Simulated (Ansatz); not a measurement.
Ru₄. Total charge 0; quintet. Geometry PBE0-D4/def2-SVP.

```xyz
4

Ru    1.301   -0.301   -0.639
Ru   -0.054    1.477   -0.084
Ru    0.079   -0.787    1.251
Ru   -1.327   -0.389   -0.529
```

In the def2 sets Ru takes a core potential; there is no spin–orbit coupling. At PBE-D4/def2-TZVP, revPBE-D4/def2-TZVP, r2SCAN-D4/def2-TZVP, PBE0-D4/def2-TZVP the charge 0 quintet is spin-contaminated (final ⟨S²⟩ up to 6.58, 6.00 for a pure state). The order of the spin states hangs on the level: the broken-symmetry singlet lies 0.13 eV below the quintet at PBE0-D4/def2-TZVP, but 0.32 eV above it at PBE-D4/def2-TZVP. The structure comes from a short search, and lower isomers may exist.

Problem. Estimate the α-spin orbital energies around the gap (eV) in Ansatz with PBE-D4/def2-TZVP, revPBE-D4/def2-TZVP, BLYP-D4/def2-TZVP, r2SCAN-D4/def2-TZVP, PBE0-D4/def2-TZVP.

Solution. 
```json
{"orbital": "HOMO−9", "PBE-D4/def2-TZVP": "-5.70", "revPBE-D4/def2-TZVP": "-5.59", "BLYP-D4/def2-TZVP": "-5.53", "r2SCAN-D4/def2-TZVP": "-5.69", "PBE0-D4/def2-TZVP": "-6.10"}
{"orbital": "HOMO−8", "PBE-D4/def2-TZVP": "-5.08", "revPBE-D4/def2-TZVP": "-4.99", "BLYP-D4/def2-TZVP": "-4.92", "r2SCAN-D4/def2-TZVP": "-5.16", "PBE0-D4/def2-TZVP": "-5.89"}
{"orbital": "HOMO−7", "PBE-D4/def2-TZVP": "-4.51", "revPBE-D4/def2-TZVP": "-4.44", "BLYP-D4/def2-TZVP": "-4.37", "r2SCAN-D4/def2-TZVP": "-4.88", "PBE0-D4/def2-TZVP": "-5.89"}
{"orbital": "HOMO−6", "PBE-D4/def2-TZVP": "-4.51", "revPBE-D4/def2-TZVP": "-4.44", "BLYP-D4/def2-TZVP": "-4.37", "r2SCAN-D4/def2-TZVP": "-4.88", "PBE0-D4/def2-TZVP": "-5.83"}
{"orbital": "HOMO−5", "PBE-D4/def2-TZVP": "-4.43", "revPBE-D4/def2-TZVP": "-4.35", "BLYP-D4/def2-TZVP": "-4.31", "r2SCAN-D4/def2-TZVP": "-4.68", "PBE0-D4/def2-TZVP": "-5.75"}
{"orbital": "HOMO−4", "PBE-D4/def2-TZVP": "-4.13", "revPBE-D4/def2-TZVP": "-4.06", "BLYP-D4/def2-TZVP": "-4.02", "r2SCAN-D4/def2-TZVP": "-4.52", "PBE0-D4/def2-TZVP": "-5.52"}
{"orbital": "HOMO−3", "PBE-D4/def2-TZVP": "-4.13", "revPBE-D4/def2-TZVP": "-4.05", "BLYP-D4/def2-TZVP": "-3.98", "r2SCAN-D4/def2-TZVP": "-4.35", "PBE0-D4/def2-TZVP": "-5.36"}
{"orbital": "HOMO−2", "PBE-D4/def2-TZVP": "-3.66", "revPBE-D4/def2-TZVP": "-3.59", "BLYP-D4/def2-TZVP": "-3.53", "r2SCAN-D4/def2-TZVP": "-4.02", "PBE0-D4/def2-TZVP": "-4.94"}
{"orbital": "HOMO−1", "PBE-D4/def2-TZVP": "-3.57", "revPBE-D4/def2-TZVP": "-3.50", "BLYP-D4/def2-TZVP": "-3.44", "r2SCAN-D4/def2-TZVP": "-3.90", "PBE0-D4/def2-TZVP": "-4.92"}
{"orbital": "HOMO", "PBE-D4/def2-TZVP": "-3.57", "revPBE-D4/def2-TZVP": "-3.50", "BLYP-D4/def2-TZVP": "-3.44", "r2SCAN-D4/def2-TZVP": "-3.90", "PBE0-D4/def2-TZVP": "-4.92"}
{"orbital": "LUMO", "PBE-D4/def2-TZVP": "-3.00", "revPBE-D4/def2-TZVP": "-2.89", "BLYP-D4/def2-TZVP": "-2.91", "r2SCAN-D4/def2-TZVP": "-2.81", "PBE0-D4/def2-TZVP": "-2.08"}
{"orbital": "LUMO+1", "PBE-D4/def2-TZVP": "-3.00", "revPBE-D4/def2-TZVP": "-2.89", "BLYP-D4/def2-TZVP": "-2.91", "r2SCAN-D4/def2-TZVP": "-2.81", "PBE0-D4/def2-TZVP": "-2.08"}
{"orbital": "LUMO+2", "PBE-D4/def2-TZVP": "-2.76", "revPBE-D4/def2-TZVP": "-2.65", "BLYP-D4/def2-TZVP": "-2.65", "r2SCAN-D4/def2-TZVP": "-2.60", "PBE0-D4/def2-TZVP": "-1.85"}
{"orbital": "LUMO+3", "PBE-D4/def2-TZVP": "-2.76", "revPBE-D4/def2-TZVP": "-2.65", "BLYP-D4/def2-TZVP": "-2.65", "r2SCAN-D4/def2-TZVP": "-2.59", "PBE0-D4/def2-TZVP": "-1.84"}
{"orbital": "LUMO+4", "PBE-D4/def2-TZVP": "-2.59", "revPBE-D4/def2-TZVP": "-2.49", "BLYP-D4/def2-TZVP": "-2.49", "r2SCAN-D4/def2-TZVP": "-2.45", "PBE0-D4/def2-TZVP": "-1.83"}
{"orbital": "LUMO+5", "PBE-D4/def2-TZVP": "-2.55", "revPBE-D4/def2-TZVP": "-2.45", "BLYP-D4/def2-TZVP": "-2.42", "r2SCAN-D4/def2-TZVP": "-2.44", "PBE0-D4/def2-TZVP": "-1.61"}
{"orbital": "β HOMO", "PBE-D4/def2-TZVP": "-3.54", "revPBE-D4/def2-TZVP": "-3.46", "BLYP-D4/def2-TZVP": "-3.44", "r2SCAN-D4/def2-TZVP": "-3.56", "PBE0-D4/def2-TZVP": "-4.40"}
{"orbital": "β LUMO", "PBE-D4/def2-TZVP": "-2.92", "revPBE-D4/def2-TZVP": "-2.80", "BLYP-D4/def2-TZVP": "-2.85", "r2SCAN-D4/def2-TZVP": "-2.53", "PBE0-D4/def2-TZVP": "-1.66"}
```
